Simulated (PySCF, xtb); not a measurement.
AgCl, SMILES [Cl][Ag], multiplicity 1.

Harmonic wavenumbers (cm⁻¹) from GFN2-xTB (xtb) at its own minimum, in rising order: 310.

Task: What does B3LYP-D3(BJ)/def2-TZVPD (PySCF) give at its own minimum? (The exact figures need the calculation; the answer reports its results.)

Result: 320. Paired by order, the mean absolute difference is 10 cm⁻¹ and the zero-point energies are 0.4 and 0.5 kcal/mol.
